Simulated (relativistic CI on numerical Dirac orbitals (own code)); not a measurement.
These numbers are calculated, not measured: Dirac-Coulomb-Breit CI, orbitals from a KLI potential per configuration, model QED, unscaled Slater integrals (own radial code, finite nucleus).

Configurations in the expansion: 1s2, 1s 2s, 1s 2p, 1s 3s, 1s 3p, 1s 3d, 1s 4s, 1s 4p, 1s 4d, 1s 4f, 1s 5s, 1s 5p, 1s 5d, 1s 5f, 1s 5g, 1s 6s, 1s 6p, 1s 6d, 2s2. Levels of other configurations are missing.

At this charge energies of transitions that change n are usually good to better than 1 %, and those within a shell (Δn = 0) to a few per cent.

Outline of the computed level scheme of Ce LVII. Lowest level of each configuration: 1s2 1S_0 at 0.0 eV; 1s 2s 3S_1 at 35015.3 eV; 1s 2p 3P°_1 at 35099.9 eV; 1s 3s 3S_1 at 41662.5 eV; 1s 3p 3P°_1 at 41685.5 eV; 1s 3d 3D_2 at 41852.3 eV; 1s 4s 3S_1 at 43956.6 eV; 1s 4p 3P°_1 at 43965.9 eV; 1s 4d 3D_2 at 44036.0 eV.

Some strong electric-dipole decays among the lowest 27 levels: 1s 2p 1P°_1 → 1s2 1S_0 (9.0e+15 s⁻¹); 1s 2p 3P°_1 → 1s2 1S_0 (4.2e+15 s⁻¹); 1s 3p 1P°_1 → 1s2 1S_0 (2.5e+15 s⁻¹); 1s 3p 3P°_1 → 1s2 1S_0 (1.1e+15 s⁻¹); 1s 4p 1P°_1 → 1s2 1S_0 (1.0e+15 s⁻¹); 1s 3d 3D_3 → 1s 2p 3P°_2 (6.8e+14 s⁻¹); 1s 3d 1D_2 → 1s 2p 1P°_1 (6.1e+14 s⁻¹); 1s 3d 3D_2 → 1s 2p 3P°_1 (6.1e+14 s⁻¹).

LS names give the leading component of a level, which can be under half, so a name can repeat, a term be missing and a line seem to break the LS rules.
